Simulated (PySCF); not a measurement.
# How methods differ on the excitation energy of Al⁺

Al⁺ [Ne] 3s2 (1S) → Al⁺ [Ne] 3s1 3p1, s spin flipped, as a difference of total energies. All numbers are calculated (PySCF 2.14, scalar relativity by spin-free X2C-1e, in aug-cc-pCVTZ-DK (8s7p5d3f, 75 functions)). Correlated levels: valence: [Ne] frozen; valence and next inner shell: 1s2 frozen; nothing frozen. The calculations carry no spin-orbit coupling.

```json
{"method": "UHF", "excitation energy (eV)": "5.611"}
{"method": "LDA", "excitation energy (eV)": "5.625"}
{"method": "PBE", "excitation energy (eV)": "5.432"}
{"method": "PBE0", "excitation energy (eV)": "5.517"}
{"method": "r2SCAN", "excitation energy (eV)": "5.248"}
{"method": "revPBE", "excitation energy (eV)": "5.335"}
{"method": "TPSSh", "excitation energy (eV)": "5.404"}
{"method": "PW91", "excitation energy (eV)": "5.440"}
{"method": "M06", "excitation energy (eV)": "5.785"}
{"method": "MP2 (valence)", "excitation energy (eV)": "5.705"}
{"method": "SCS-MP2 (valence)", "excitation energy (eV)": "5.724"}
{"method": "MP2 (valence and next inner shell)", "excitation energy (eV)": "5.805"}
{"method": "SCS-MP2 (valence and next inner shell)", "excitation energy (eV)": "5.798"}
{"method": "MP2 (all electrons)", "excitation energy (eV)": "5.800"}
{"method": "SCS-MP2 (all electrons)", "excitation energy (eV)": "5.795"}
```

How much does correlation contribute at MP2 (all electrons)?

5.800 − (5.611) = 0.189 eV, measured against UHF.

The upper determinant mixes two multiplicities, so it lies between the two terms.
